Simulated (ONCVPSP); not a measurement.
# What the settings do to the ONCV potential of palladium

Base potential:

Pd, optimised norm-conserving Vanderbilt (ONCV), made with ONCVPSP 4.0.1 (PBEsol, scalar-relativistic). Core [Ar] 3d10, reference 4s2 4p6 4d9 5s1. Waves: 4s+5s: rc 1.55 bohr, ncon 3, nbas 6, qcut 8.7 1/bohr, 3 projectors, debl 2.3 Ha; 4p: rc 1.10 bohr, ncon 4, nbas 8, qcut 5.9 1/bohr, 2 projectors, debl 2.3 Ha; 4d: rc 1.25 bohr, ncon 5, nbas 9, qcut 8.9 1/bohr, 2 projectors, debl 2.3 Ha. Local part: polynomial inside 0.70 bohr (lpopt 5, dvloc0 4 Ha). Core correction: Teter function fitted to the true core (icmod 2), fcfact 0.3.

All-electron outer shells of the reference configuration (PBEsol, scalar-relativistic, ld1.x):

```
shell  level (eV)  outermost node (bohr)  outermost maximum (bohr)
   3d     -329.07                      –                      0.28
   4s      -88.64                   0.45                      0.85
   4p      -54.42                   0.46                      0.91
   4d       -6.70                   0.45                      1.09
   5s       -4.38                   1.15                      2.58
```

Cutoffs, loose and tight: the cutoffs (Ha) at which the residual kinetic energy of the hardest occupied pseudo-wave falls to 1 and 0.1 mHa per electron. They do not see the model core or the augmentation charge, which bear on the density cutoff. Test errors are all-electron minus pseudo excitation energies from the reference, over the configurations 4s2 4p6 4d10 5s0; 4s2 4p6 4d9 5s0; 4s2 4p6 4d8 5s0; 4s1 4p6 4d10 5s0. A dash means not determined; rows that change the core or the reference have their own tests.

| change | outcome | cutoff, loose | cutoff, tight | bound ghosts | GHOST(+) flags above zero | largest test error (meV) |
| --- | --- | --- | --- | --- | --- | --- |
| base | generated | 147 Ha | 175 Ha | none | s, p | -199 |
| p: debl 2.45 | generated | 147 Ha | 175 Ha | none | s, p | -199 |
| core correction Teter function, fcfact 2.25, rcfact 1.4 | generated | 147 Ha | 175 Ha | none | s, p | -188 |
| core correction Teter function fitted to the true core (icmod 2), fcfact 1.16 | generated | 147 Ha | 175 Ha | none | s, p | -201 |
| functional PW91 | generated | 147 Ha | 175 Ha | none | s, p | -201 |

Task: What comes out with this change to the base: p: nbas 9?

Result: outcome: generated; cutoff, loose: 188 Ha; cutoff, tight: 229 Ha; bound ghosts: none; GHOST(+) flags above zero: s, p; largest test error (meV): -198.

Task: What comes out with this change to the base: reference 4s2 4p6 4d10; wave 4s+5s: rc 1.55 bohr, ncon 3, nbas 6, qcut 8.7 1/bohr, 3 projectors, debl 2.3 Ha becomes 4s: rc 1.55 bohr, ncon 3, nbas 6, qcut 8.7 1/bohr, 3 projectors, debl 2.3 Ha?

Result: outcome: generated, projector energies reset by the program; cutoff, loose: 146 Ha; cutoff, tight: 174 Ha; bound ghosts: none; GHOST(+) flags above zero: s, p; largest test error (meV): -1.6 over the solved tests; 2 of 4 tests not solved or not reliable.

Task: What comes out with this change to the base: s: qcut 12?

Result: outcome: generated; cutoff, loose: 147 Ha; cutoff, tight: 175 Ha; bound ghosts: none; GHOST(+) flags above zero: s, p; largest test error (meV): -144.
